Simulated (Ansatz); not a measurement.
Program: Ansatz. Geometries: PBE0-D4/def2-TZVP. ΔE: electronic, gas phase. CCSD(T)/CBS is the MP2 limit (def2-TZVPP, def2-QZVPP) plus CCSD(T) − MP2 in def2-TZVPP, frozen cores. Functionals use def2-TZVPP. B3LYP here is the variant with VWN-RPA as its local correlation; programs differ in this. For Ge outer-core shells are correlated without core-valence functions, which leaves a few kJ/mol of doubt a bond. Scalar relativity is left out up to krypton. One conformer a species, not always the lowest.

Consider the ligand exchange at the Si–N bond: `C[N]([SiH2]Cl)[GeH2][Cl]` + `O[SiH2]S` → `O[SiH2]S[SiH2]Cl` + `C[NH][GeH2][Cl]`.

`C[N]([SiH2]Cl)[GeH2][Cl]`:

```xyz
13

C     0.003    1.528   -0.023
N    -0.018    0.070    0.072
Si    0.839   -0.708    1.324
Cl    2.883   -0.721    1.010
Ge   -0.829   -0.828   -1.297
Cl   -2.945   -0.405   -1.193
H     0.690    1.880   -0.800
H    -0.996    1.918   -0.240
H     0.323    1.967    0.926
H     0.645    0.021    2.597
H     0.403   -2.120    1.382
H    -0.371   -0.272   -2.651
H    -0.627   -2.331   -1.106
```

`O[SiH2]S`:

```xyz
7

O    -0.716   -0.897    0.970
Si   -0.316   -0.122   -0.421
S     1.531    0.939   -0.301
H    -0.051   -1.465    1.363
H    -0.090   -1.058   -1.551
H    -1.451    0.788   -0.679
H     1.093    1.815    0.619
```

`O[SiH2]S[SiH2]Cl`:

Cartesian coordinates in Å:
```
O 0.392 -0.917 -1.566
Si -0.239 0.586 -1.414
S -1.304 0.827 0.431
Si 0.167 -0.007 1.712
Cl 0.035 -2.060 1.783
H -0.157 -1.669 -1.332
H 0.922 1.499 -1.483
H -1.248 0.915 -2.451
H -0.095 0.495 3.077
H 1.528 0.332 1.243
```

`C[NH][GeH2][Cl]`:

Z-matrix (Å, degrees):
```
C
N 1 1.452
H 1 1.097 2 114.0
H 1 1.093 2 110.1 3 121.9
H 1 1.093 2 109.5 3 -120.6
Ge 2 1.813 1 119.8 3 73.1
H 2 1.010 1 112.3 3 -64.1
Cl 6 2.179 2 112.1 1 -61.6
H 6 1.530 2 109.0 1 -179.1
H 6 1.531 2 108.6 1 54.2
```

```tsv
level	ΔE (kJ/mol)	difference from CCSD(T)/CBS
PBE-D4	-9.8	-11.5
r2SCAN-D4	-5.5	-7.2
PBE0-D4	-7.4	-9.1
B3LYP-D4	0.0	-1.7
ωB97X-V	-0.2	-1.9
ωB97M-V	0.0	-1.7
B2PLYP	2.1	0.4
PBE	-10.3	-12.0
r2SCAN	-6.0	-7.7
PBE0	-7.9	-9.6
B3LYP	-0.4	-2.1
HF/def2-TZVPP	6.1	4.4
MP2/def2-TZVPP	4.4	2.7
SCS-MP2/def2-TZVPP	6.7	5.0
CCSD/def2-TZVPP	7.7	6.0
CCSD(T)/def2-TZVPP	6.6	4.9
HF/def2-QZVPP	7.1	5.4
MP2/def2-QZVPP	2.0	0.3
SCS-MP2/def2-QZVPP	4.3	2.6
HF/CBS(def2)	7.3	5.6
MP2/CBS(def2)	-0.4	-2.1
CCSD/CBS(def2)	2.8	1.1
CCSD(T)/CBS	1.7	0
```

Largest T1 diagnostic among the species: 0.011.
